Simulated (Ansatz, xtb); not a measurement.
## Isomers of C2H5F3N2Si2 in order of energy

3 gas-phase structures of C2H5F3N2Si2, from a drawn sample of its isomers (lower ones may exist). Each was relaxed with GFN2-xTB; where two conformers were screened, the lower at r2SCAN-D4/def2-SVP is listed:

A. `N#C[SiH](N[SiH3])C(F)(F)F`, a singlet
B. `N#C[SiH2]N([SiH3])C(F)(F)F`, a singlet
C. `N#C[SiH2]N[SiH2]C(F)(F)F`, a singlet

Which do you expect lowest at r2SCAN-D4/def2-SVP, and how would the others follow?

Calculated order at r2SCAN-D4/def2-SVP: B (0.0), C (1.0), A (2.6) kcal/mol.

Energies above the lowest of each column, in kcal/mol; the last columns are at PBE0-D3(BJ)/def2-SVP geometries (a dash: not run or not comparable):

```
structure  GFN2-xTB  HF/STO-3G  r2SCAN-D4/def2-SVP  PBE0-D3(BJ)/def2-SVP  CCSD(T)/def2-SVP + ΔMP2/def2-TZVPP
        B       0.0        0.0                 0.0         not converged                                   –
        C      23.2        1.9                 1.0                   0.0                                 0.0
        A      25.1        5.1                 2.6                   2.0                                 2.8
```

CCSD(T)/def2-SVP + ΔMP2/def2-TZVPP puts C lowest of those it was run on; GFN2-xTB picks B, HF/STO-3G picks B, r2SCAN-D4/def2-SVP picks B. Flexible structures stand in one conformer each, not always the lowest. Frequencies (GFN2-xTB) were run for A alone. ΔMP2 is the change of the MP2 energy from the smaller to the larger basis.

Programs: Ansatz 0.2.0, xtb 6.7.1.
